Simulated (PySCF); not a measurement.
BrHSeZn. Atoms are numbered in the order given.

```xyz
4

Zn    -0.0081     0.0153     0.0000
Br     0.0038     2.2702     0.0000
Se    -0.0390    -2.2825     0.0000
H      1.4392    -2.3116     0.0000
```
Charge 0, spin multiplicity 1.

Geometry optimised at B3LYP-D3(BJ)/def2-SVP. The structure was generated by enumeration; whether it is a known compound was not checked. The values are those of a single conformer.

Method: TDA-M06-2X/def2-SVPD run with PySCF.

Vertical excitations.  State labels are in the subgroup Cs.

```
state  symmetry  energy (eV)  λ (nm)      f                                                main pairs
-----  --------  -----------  ------  -----  --------------------------------------------------------
S1           A"         4.58     271  0.023                                            HOMO→LUMO 95 %
S2           A"         5.07     245  0.001                                          HOMO→LUMO+1 91 %
S3           A'         5.82     213  0.003      HOMO→LUMO+2 60 %, HOMO−1→LUMO 26 %, HOMO−3→LUMO 11 %
S4           A"         5.83     213  0.016                        HOMO→LUMO+3 47 %, HOMO→LUMO+4 39 %
S5           A'         5.87     211  0.024      HOMO−1→LUMO 67 %, HOMO→LUMO+2 15 %, HOMO−3→LUMO 14 %
S6           A"         5.91     210  0.034                                          HOMO−2→LUMO 92 %
S7           A"         6.48     191  0.000                                        HOMO−2→LUMO+1 94 %
S8           A'         6.56     189  0.070  HOMO−1→LUMO+1 56 %, HOMO−3→LUMO 16 %, HOMO−3→LUMO+1 14 %
S9           A'         6.70     185  0.021                    HOMO−3→LUMO+1 67 %, HOMO−1→LUMO+1 16 %
S10          A"         6.87     181  0.000                                        HOMO−1→LUMO+2 94 %
T1           A"         4.28     289      0                                            HOMO→LUMO 95 %
T2           A"         4.87     254      0                                          HOMO→LUMO+1 78 %
T3           A'         5.31     233      0                        HOMO→LUMO+2 68 %, HOMO−3→LUMO 25 %
T4           A'         5.56     223      0                                          HOMO−1→LUMO 89 %
```
Triplets are in the Tamm–Dancoff approximation.
